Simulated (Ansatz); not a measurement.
Ansatz (a quantum-chemistry and plane-wave program) input (CCSD(T)/aug-cc-pVDZ):

Ansatz 0.2 input:
```yaml
crystal:
  periodic: [false, false, false]
  atoms:
    - {symbol: B, position_ang: [0.03800094, -0.00450089, 0.01099810]}
    - {symbol: F, position_ang: [0.27201426, 1.29016309, -0.29557195]}
    - {symbol: N, position_ang: [1.13535548, -0.86934287, 0.40415874]}
    - {symbol: N, position_ang: [-1.27930326, -0.47689142, 0.00532023]}
    - {symbol: H, position_ang: [1.93671852, -0.82868518, -0.22748986]}
    - {symbol: H, position_ang: [-2.05374782, 0.07613502, -0.32015905]}
    - {symbol: H, position_ang: [-1.51346926, -1.41277317, 0.28645318]}
basis:
  gaussian:
    orbitals: aug-cc-pVDZ
magnetization: {spin_polarized: true, initial_magnetization: 1}
correlation: {method: ccsd_t, electrons: outside_noble_gas}
output: {forces: true}
```

Output:

```
Functional definition: HF
integrals: 0.35 GiB planned
1148 factors; integrals over basis functions are off by at most 8.6e-4 eV
mean field: 0.39 GiB planned
mean field evaluation 1: about -6388.1605 eV, gradient 2.8e1 eV
mean field evaluation 2: about -6388.1610 eV, gradient 2.8e1 eV
mean field evaluation 4: about -6391.8105 eV, gradient 2.7e0 eV
mean field evaluation 8: about -6391.8926 eV, gradient 2.5e-1 eV
mean field evaluation 16: about -6391.1620 eV, gradient 1.3e1 eV
mean field evaluation 32: about -6384.5369 eV, gradient 2.9e1 eV
mean field -6391.89855851 eV, -234.8979394407 hartree, gradient 9.8e-7 eV, S^2 0.758679; 4 other end points of the search recorded, 0 dependent functions left out
determinant -6391.89855851 eV, -234.8979394407 hartree, with singles and doubles -6409.03572365 eV, -235.5277186436 hartree
determinant -6390.49899306 eV, -234.8465063591 hartree, with singles and doubles -6407.70818408 eV, -235.4789324643 hartree
4 core orbitals not correlated
reference -6391.89855851 eV, -234.8979394407 hartree; 12, 11 occupied and 103, 104 virtual orbitals, 1148 factors
densities: 2.58 GiB planned
second order -16.33636250 eV of doubles, -0.00000000 eV of singles
coupled cluster: 1.53 GiB planned
cycle   1  -17.10629893 eV  change   -5.4e-1 eV  update   3.4e-2
cycle   2  -17.15120385 eV  change   -4.5e-2 eV  update   8.3e-3
cycle   3  -17.15475358 eV  change   -3.5e-3 eV  update   4.9e-3
cycle   4  -17.15645693 eV  change   -1.7e-3 eV  update   1.6e-3
cycle   5  -17.15675749 eV  change   -3.0e-4 eV  update   8.7e-4
cycle   6  -17.15717694 eV  change   -4.2e-4 eV  update   4.9e-4
cycle   7  -17.15736739 eV  change   -1.9e-4 eV  update   2.4e-4
cycle   8  -17.15739924 eV  change   -3.2e-5 eV  update   1.1e-4
cycle   9  -17.15739955 eV  change   -3.1e-7 eV  update   6.4e-5
cycle  10  -17.15738861 eV  change    1.1e-5 eV  update   4.7e-5
cycle  11  -17.15738613 eV  change    2.5e-6 eV  update   3.8e-5
cycle  12  -17.15738534 eV  change    7.9e-7 eV  update   3.0e-5
cycle  13  -17.15739046 eV  change   -5.1e-6 eV  update   2.1e-5
cycle  14  -17.15739020 eV  change    2.6e-7 eV  update   1.0e-5
cycle  15  -17.15739189 eV  change   -1.7e-6 eV  update   4.1e-6
cycle  16  -17.15739152 eV  change    3.8e-7 eV  update   1.8e-6
cycle  17  -17.15739162 eV  change   -1.0e-7 eV  update   9.1e-7
cycle  18  -17.15739184 eV  change   -2.2e-7 eV  update   5.0e-7
perturbative correction -0.48749705 eV, -0.0179151862 hartree
the calculation of the forces begins
Total energy: -6409.54344740 eV, -235.5463771473 hartree
Atom 0 at     0.038001    -0.004501     0.010998 Å, force    -0.171166    -0.402549    -0.011981 eV/Å
Atom 1 at     0.272014     1.290163    -0.295572 Å, force     0.185277     1.035975    -0.232101 eV/Å
Atom 2 at     1.135355    -0.869343     0.404159 Å, force     0.269510    -0.452922     0.543529 eV/Å
Atom 3 at    -1.279303    -0.476891     0.005320 Å, force    -0.216972    -0.074365    -0.003543 eV/Å
Atom 4 at     1.936719    -0.828685    -0.227490 Å, force     0.260860     0.022326    -0.290658 eV/Å
Atom 5 at    -2.053748     0.076135    -0.320159 Å, force    -0.259221     0.213825    -0.096531 eV/Å
Atom 6 at    -1.513469    -1.412773     0.286453 Å, force    -0.068289    -0.342290     0.091285 eV/Å
Dipole moment:    -0.282787    -0.200066    -0.215373 e Å
```

It need not be the lowest isomer of its formula.
